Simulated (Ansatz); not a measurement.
```yaml
crystal:
  periodic: [false, false, false]
  atoms:
    - {symbol: F, position_ang: [-2.030271, -0.732542, 0.058063]}
    - {symbol: Si, position_ang: [-1.539371, 0.208812, -1.161098]}
    - {symbol: O, position_ang: [-0.051042, 0.660816, -0.657271]}
    - {symbol: P, position_ang: [0.954839, 0.529278, 0.656882]}
    - {symbol: H, position_ang: [2.099492, 0.050620, -0.040442]}
    - {symbol: H, position_ang: [0.608554, -0.780984, 1.097764]}
basis:
  gaussian: {orbitals: def2-mTZVP}
total_charge: -3
magnetization: {spin_polarized: true, initial_magnetization: 1}
hamiltonian: {xc: {name: SPW92}, pseudopotentials: {relativity: scalar}}
```

```sh
$ ansatz run in.yaml --threads 2 --pin off --events-out ev --progress --plain --max-ram 4352MiB
```

It prints (some lines left out):

```
Functional definition: SPW92
818 factors; their error is unknown
mean field evaluation 1: about -21676.6554 eV, gradient 1.9e2 eV
mean field evaluation 2: about -21070.3135 eV, gradient 4.1e2 eV
mean field evaluation 4: about -21828.2370 eV, gradient 1.0e2 eV
mean field evaluation 8: about -21884.0231 eV, gradient 2.5e1 eV
mean field evaluation 16: about -21891.2823 eV, gradient 4.3e-1 eV
mean field evaluation 32: about -21888.6260 eV, gradient 1.1e1 eV
mean field evaluation 64: about -21891.1884 eV, gradient 7.8e-1 eV
mean field evaluation 96: about -21890.7611 eV, gradient 1.8e0 eV
mean field -21891.27093381 eV, -804.4893683812 hartree, gradient 9.4e-6 eV, S^2 0.916017; 10 other end points of the search recorded, 0 dependent functions left out
reference -21891.27096308 eV, -804.4893694567 hartree; 26, 25 occupied and 67, 68 virtual orbitals, 818 factors
Total energy: -21891.27096308 eV, -804.4893694567 hartree
Relativity: scalar
```

Q: What is wrong with this run?

A: The charge is far from anything that the molecule holds. Self-consistency was reached. The result belongs to that input, not to the molecule as meant.
